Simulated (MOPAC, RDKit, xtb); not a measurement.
Conformational energy of C₃H₉FSi, SMILES C(CC)[SiH2]F. Scanned: dihedral C1–C2–C3–Si4; all other coordinates were relaxed at GFN2-xTB. Points at φ and −φ are mirror images. Heavy atoms are numbered in the order of the SMILES CCC[SiH2]F, hydrogens after them in the order of the atoms that carry them; the mirror image has the same energies with the sign of each dihedral reversed.

Methods: UFF // GFN2-xTB (RDKit); AM1, restricted, heats of formation // GFN2-xTB (MOPAC); GFN1-xTB // GFN2-xTB (xtb).

Energies in eV, each method relative to its own lowest point.

```json
[
 {"φ / °": "-160", "UFF": "0.046", "AM1": "0.009", "GFN1-xTB": "0.025"},
 {"φ / °": "-140", "UFF": "0.139", "AM1": "0.030", "GFN1-xTB": "0.061"},
 {"φ / °": "-120", "UFF": "0.182", "AM1": "0.039", "GFN1-xTB": "0.081"},
 {"φ / °": "-100", "UFF": "0.127", "AM1": "0.032", "GFN1-xTB": "0.059"},
 {"φ / °": "-80", "UFF": "0.058", "AM1": "0.046", "GFN1-xTB": "0.024"},
 {"φ / °": "-60", "UFF": "0.077", "AM1": "0.085", "GFN1-xTB": "0.000"},
 {"φ / °": "-40", "UFF": "0.197", "AM1": "0.149", "GFN1-xTB": "0.008"},
 {"φ / °": "-20", "UFF": "0.340", "AM1": "0.216", "GFN1-xTB": "0.046"},
 {"φ / °": "0", "UFF": "0.402", "AM1": "0.250", "GFN1-xTB": "0.072"},
 {"φ / °": "20", "UFF": "0.340", "AM1": "0.216", "GFN1-xTB": "0.046"},
 {"φ / °": "40", "UFF": "0.197", "AM1": "0.149", "GFN1-xTB": "0.008"},
 {"φ / °": "60", "UFF": "0.077", "AM1": "0.085", "GFN1-xTB": "0.000"},
 {"φ / °": "80", "UFF": "0.058", "AM1": "0.046", "GFN1-xTB": "0.024"},
 {"φ / °": "100", "UFF": "0.127", "AM1": "0.032", "GFN1-xTB": "0.059"},
 {"φ / °": "120", "UFF": "0.182", "AM1": "0.039", "GFN1-xTB": "0.081"},
 {"φ / °": "140", "UFF": "0.139", "AM1": "0.030", "GFN1-xTB": "0.061"},
 {"φ / °": "160", "UFF": "0.046", "AM1": "0.009", "GFN1-xTB": "0.025"},
 {"φ / °": "180", "UFF": "0.000", "AM1": "0.000", "GFN1-xTB": "0.009"}
]
```
